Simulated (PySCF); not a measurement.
C2H7BS2. Atoms are numbered in the order given.

```xyz
12

B     -0.2655    -0.1574     0.0973
H     -1.2593    -0.6187     0.5984
S     -0.3939     1.1254    -1.1483
C     -2.2087     1.3549    -1.2827
H     -2.6945     0.4273    -1.6131
H     -2.3796     2.1387    -2.0327
H     -2.6320     1.6766    -0.3219
S      1.3532    -0.7483     0.5913
C      0.9357    -2.0148     1.8508
H      0.4001    -1.5613     2.6953
H      1.8839    -2.4368     2.2098
H      0.3281    -2.8160     1.4098
```
Charge 0, spin multiplicity 1.

The structure is a stationary point at B3LYP-D3(BJ)/def2-SVP. This is a generated structure with no PubChem entry under its InChIKey; it may be hypothetical. Other conformers were not sampled.

Calculation: B3LYP-D3(BJ)/def2-SVP in PySCF.

Frequencies are harmonic and unscaled.

Computed vibrational spectrum:
| mode | ν (cm⁻¹) | IR (km/mol) | moving atoms (share of kinetic energy) |
|---|---|---|---|
| 1 | 50 | 0.0 | H 64 %, S 21 %, C 14 % |
| 2 | 80 | 0.3 | H 96 % |
| 3 | 109 | 0.0 | H 51 %, S 39 %, C 11 % |
| 4 | 134 | 0.3 | C 47 %, H 26 %, S 16 %, B 11 % |
| 5 | 175 | 0.2 | B 59 %, H 28 %, C 12 % |
| 6 | 257 | 6.7 | S 49 %, C 25 %, H 21 % |
| 7 | 286 | 0.5 | S 57 %, C 28 %, H 9 % |
| 8 | 702 | 2.8 | C 45 %, S 32 %, H 12 %, B 11 % |
| 9 | 705 | 0.4 | C 59 %, S 30 %, H 10 % |
| 10 | 758 | 0.7 | B 49 %, S 28 %, H 12 %, C 11 % |
| 11 | 764 | 4.0 | H 71 %, B 28 % |
| 12 | 873 | 63.3 | H 47 %, B 37 %, S 16 % |
| 13 | 954 | 0.0 | H 84 %, C 14 % |
| 14 | 962 | 6.6 | H 84 %, C 15 % |
| 15 | 970 | 8.2 | H 80 %, C 16 % |
| 16 | 995 | 6.3 | H 74 %, C 17 % |
| 17 | 1087 | 246.5 | H 50 %, B 46 % |
| 18 | 1332 | 20.1 | H 86 %, C 14 % |
| 19 | 1336 | 0.3 | H 86 %, C 13 % |
| 20 | 1453 | 5.8 | H 95 % |
| 21 | 1453 | 8.9 | H 95 % |
| 22 | 1453 | 14.9 | H 95 % |
| 23 | 1454 | 1.6 | H 96 % |
| 24 | 2613 | 65.5 | H 91 %, B 9 % |
| 25 | 3054 | 36.9 | H 98 % |
| 26 | 3054 | 11.9 | H 98 % |
| 27 | 3161 | 2.6 | H 90 %, C 10 % |
| 28 | 3161 | 4.1 | H 90 %, C 10 % |
| 29 | 3163 | 5.9 | H 90 %, C 10 % |
| 30 | 3163 | 3.6 | H 90 %, C 10 % |
